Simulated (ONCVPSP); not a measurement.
**Varying the ONCV potential for Sb**

Base potential:

Sb (Z = 51), optimised norm-conserving Vanderbilt (ONCV), made with ONCVPSP 4.0.1 (revPBE, scalar-relativistic). Core [Ar] 3d10, reference 4s2 4p6 4d10 5s2 5p2.5 (charge +0.5). Waves: 4s+5s: rc 1.40 bohr, ncon 4, nbas 8, qcut 11.2 1/bohr, 2 projectors; 4p+5p: rc 1.35 bohr, ncon 3, nbas 6, qcut 12.4 1/bohr, 2 projectors; 4d: rc 1.35 bohr, ncon 4, nbas 8, qcut 12.4 1/bohr, 2 projectors, debl 0.9 Ha. Local part: polynomial inside 1.25 bohr (lpopt 5, dvloc0 3 Ha). Core correction: Teter function, fcfact 5.75, rcfact 1.1.

In the d channel the program set the typed energies aside and used -1.380, 0.250 Ha.

Cutoffs, loose and tight: the cutoffs (Ha) at which the residual kinetic energy of the hardest occupied pseudo-wave falls to 1 and 0.1 mHa per electron. They do not see the model core or the augmentation charge, which bear on the density cutoff. Test errors are all-electron minus pseudo excitation energies from the reference, over the configurations 4s2 4p6 4d10 5s2 5p3; 4s2 4p6 4d10 5s2 5p2; 4s2 4p6 4d10 5s2 5p1; 4s2 4p6 4d10 5s2 5p0. A dash means not determined; rows that change the core or the reference have their own tests.

| change | outcome | cutoff, loose | cutoff, tight | bound ghosts | GHOST(+) flags above zero | largest test error (meV) |
| --- | --- | --- | --- | --- | --- | --- |
| base | generated, projector energies reset by the program | 48 Ha | 57 Ha | none | none | -10 |
| core correction Teter function, fcfact 5.75, rcfact 0.94 | generated, projector energies reset by the program | 48 Ha | 57 Ha | none | none | -10 |
| core correction Teter function, fcfact 5.75, rcfact 1.12 | generated, projector energies reset by the program | 48 Ha | 57 Ha | none | none | -10 |
| core correction Teter function, fcfact 5.75, rcfact 1.28 | generated, projector energies reset by the program | 48 Ha | 57 Ha | none | none | -11 |
| core correction Teter function, fcfact 5.75, rcfact 1.52 | generated, projector energies reset by the program | 48 Ha | 57 Ha | none | none | -11 |
| core correction Teter function, fcfact 5.75, rcfact 1.66 | generated, projector energies reset by the program | 48 Ha | 57 Ha | none | none | -11 |
| core correction Teter function, fcfact 5.75, rcfact 1.82 | generated, projector energies reset by the program | 48 Ha | 57 Ha | none | none | -11 |
| core correction Teter function, fcfact 5.75, rcfact 2.04 | generated, projector energies reset by the program | 48 Ha | 57 Ha | none | none | -13 |

Reading the sweep of the rcfact (base included, trends over the rows without a ghost): The loose cutoff stays near 48 Ha. The median size of the test errors (rows with all tests solved) stays near 2.8 meV.
